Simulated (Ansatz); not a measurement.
H6NOPSi (`OPN[SiH3]`). The species carries charge 0 and has multiplicity 1.

```xyz
10

O    -1.1732    1.2425   -1.6895
P    -1.3496   -0.0290   -0.6448
N     0.2211   -0.5182   -0.2565
Si    0.9578   -0.2935    1.2962
H    -1.3919    2.0666   -1.2472
H    -1.5622   -0.9643   -1.6915
H     0.8140   -0.8153   -1.0206
H     1.6076   -1.5520    1.7479
H    -0.1267    0.0963    2.2286
H     2.0030    0.7669    1.2773
```

**Question.** List the harmonic frequencies (cm⁻¹, unscaled) at PBE0-D4/def2-TZVP in Ansatz. (An estimate is asked.)

**Answer.** Computed: 46, 81, 223, 305, 330, 506, 620, 712, 741, 808, 890, 928, 937, 957, 994, 1030, 1119, 1254, 2207, 2223, 2253, 2382, 3572, 3879.

**Question.** Is this a minimum?

**Answer.** Yes, all 24 modes are real.

**Question.** Give the ideal-gas thermochemistry at 298.15 K and 1 bar (rigid rotor, harmonic oscillator; point group C1, symmetry number 1).

**Answer.** Zero-point energy 173.4 kJ/mol; H(298) − E = 193.6 kJ/mol; entropy 342.3 J/(mol·K), of which translation 165.7, rotation 109.7, vibration 67.0; G(298) − E = 91.5 kJ/mol. Modes under 100 cm⁻¹ are hindered rotations or soft bends, so the harmonic entropy is rough.

**Question.** And at 400, 500, 600, 800 and 1000 K?

**Answer.** 
| T (K) | H − E (kJ/mol) | S (J/mol/K) | G − E (kJ/mol) |
| --- | --- | --- | --- |
| 400 | 205.1 | 375.5 | 54.9 |
| 500 | 218.4 | 405.0 | 15.9 |
| 600 | 233.1 | 431.8 | -26.0 |
| 800 | 265.8 | 478.7 | -117.2 |
| 1000 | 301.7 | 518.7 | -217.0 |
